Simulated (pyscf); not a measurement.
`[NH2][SiH2][NH][SiH2][NH2]` + `[GeH2]` [singlet] → `[NH2][SiH2][NH][SiH2][NH][GeH3]` (insertion; singlet surface; H–N broken, Ge–N, Ge–H formed). Structures and frequencies: ωB97X-D3(BJ)/def2-SVP in PySCF. Energies in eV from the separated reactants.

```json
[
 {"level": "ωB97X-D3(BJ)/def2-TZVP", "barrier": "0.69", "reaction energy": "-2.07"},
 {"level": "PBE/def2-TZVP", "barrier": "0.47", "reaction energy": "-1.71"},
 {"level": "B3LYP-D3(BJ)/def2-TZVP", "barrier": "[?]", "reaction energy": "-1.75"},
 {"level": "M06-2X/def2-TZVP", "barrier": "0.74", "reaction energy": "-1.97"},
 {"level": "ωB97M-D3(BJ)/def2-TZVP", "barrier": "[?]", "reaction energy": "[?]"},
 {"level": "HF/def2-TZVP", "barrier": "1.73", "reaction energy": "-1.66"}
]
```

Task: Fill in the missing entries.

Result: 
- B3LYP-D3(BJ)/def2-TZVP, barrier: 0.71
- ωB97M-D3(BJ)/def2-TZVP, barrier: 0.87
- ωB97M-D3(BJ)/def2-TZVP, reaction energy: -1.76

The functionals in the table span 0.40 eV in this barrier, from PBE to ωB97M-D3(BJ)/def2-TZVP. On the reactant side the descent ends in an adduct with a Ge–N contact, 1.26 eV under the separated species and 1.95 eV under the saddle at ωB97X-D3(BJ)/def2-TZVP. What is counted as formed (Ge–N) is already present as a longer contact in the reactant adduct; forming that adduct is a step of its own. This is the saddle that the search found; another between the same sides may lie lower. Elements up to Kr have no core potential and no relativistic terms here.
